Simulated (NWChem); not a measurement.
CH6BeSi; SMILES [SiH3][Be][CH3]

```xyz
9

Be     0.0000     0.0000     0.7465
C      0.0000     0.0000     2.4258
H      0.4351    -0.9207     2.8408
H     -1.0149     0.0835     2.8408
H      0.5798     0.8372     2.8408
Si     0.0000     0.0000    -1.4438
H     -1.3284     0.3729    -2.0218
H      0.3413    -1.3369    -2.0218
H      0.9872     0.9640    -2.0218
```
Atoms are numbered in this order, from 1.

Results from NWChem. Pople sets run with spherical d functions. Geometry: optimised at B3LYP/6-31G* (spherical d). B3LYP is NWChem's, with the RPA form of VWN correlation. GIAO values for the isolated, static molecule; σ is the absolute isotropic shielding, δ = σ(reference) − σ with the isolated reference molecule computed at the same levels (13C: tetramethylsilane, 1H: tetramethylsilane, 29Si: tetramethylsilane).

```csv
level,σ Be1 (ppm),δ C2 (ppm),δ H3 (ppm),δ Si6 (ppm),δ H7 (ppm)
PBE/pcSseg-1,64.7,-3.6,-0.36,-155.0,2.93
B3LYP/6-311G**,67.5,-4.6,-0.43,-146.4,3.04
Hartree-Fock/6-31G*,82.8,-0.9,-0.47,-103.1,3.11
PBE0/pcSseg-1,68.7,-2.9,-0.38,-145.9,2.91
"LDA (Slater exchange, VWN5)/pcSseg-1",61.1,-3.0,-0.32,-167.2,3.01
```
